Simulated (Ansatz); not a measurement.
Ansatz (an electronic-structure program) input:

Ansatz 0.2 input:
```yaml
crystal:
  periodic: [false, false, false]
  atoms:
    - {symbol: B, position_ang: [0.44263636, -0.24335289, 0.17088464]}
    - {symbol: Cl, position_ang: [0.04585023, 1.84278791, -0.27595052]}
    - {symbol: O, position_ang: [1.59698007, 0.00292040, 0.50717318]}
    - {symbol: O, position_ang: [-0.60155166, -0.98653685, -0.05385265]}
    - {symbol: H, position_ang: [-1.42924345, -0.63696941, -0.37540917]}
basis:
  gaussian:
    orbitals: def2-TZVP
hamiltonian:
  xc: b3lyp
  dispersion: d3bj
magnetization: {spin_polarized: true, initial_magnetization: 1}
relax: {f_tol: 0.002, max_steps: 150}
```

**Question.** What final total energy does it print?

**Answer.** -636.28214 Eh (B3LYP-D3(BJ)/def2-TZVP). The basis has 136 functions.

It need not be the lowest isomer of its formula.
